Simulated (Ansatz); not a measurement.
B2Cl2F4: where a starting geometry ends

The starting geometry of this gas-phase singlet was optimised with GFN2-xTB.

| atom | x (Å) | y (Å) | z (Å) |
| --- | --- | --- | --- |
| B | -0.5434 | -1.6584 | -0.7031 |
| B | 1.2170 | -1.7270 | -1.0962 |
| Cl | -1.3662 | -3.0871 | -1.1570 |
| Cl | 0.0989 | -0.5385 | -2.1639 |
| F | -3.2219 | -2.8904 | -1.8997 |
| F | -1.0086 | -0.9015 | 0.2942 |
| F | 1.7281 | -2.7241 | -1.8071 |
| F | 2.0653 | -1.0841 | -0.3079 |

Task: Predict what it relaxes into with PBE0-D4/def2-SVP.

Result: A bond breaks, giving a structure with Cl3 bridging F5 and B2 and B1, given below by its coordinates. Distances that change by over a tenth: B2–Cl3 (2.92 → 2.14 Å). Contacts that open: B2–Cl4 (1.95 → 3.01 Å).

The energy falls by 0.86 eV over 15 steps:

```csv
step,E − E(last) (eV)
1,0.861
3,0.556
4,0.370
6,0.189
7,0.127
9,0.022
10,0.008
12,0.001
13,0.000
15,0.000
```

Final geometry (Å):

| atom | x (Å) | y (Å) | z (Å) |
| --- | --- | --- | --- |
| B | -0.4803 | -0.9730 | -1.0339 |
| B | 1.0076 | -2.1880 | -0.9792 |
| Cl | -1.0417 | -2.7524 | -1.2156 |
| Cl | -0.3686 | 0.0421 | -2.4610 |
| F | -2.6459 | -3.5554 | -1.4555 |
| F | -0.7396 | -0.4247 | 0.1399 |
| F | 1.7206 | -2.4119 | -2.0480 |
| F | 1.5170 | -2.3479 | 0.2127 |

The end wasn't checked by frequencies. Run with Ansatz 0.2.0, 41 s on 2 threads of Arm Neoverse V2 (shared host).
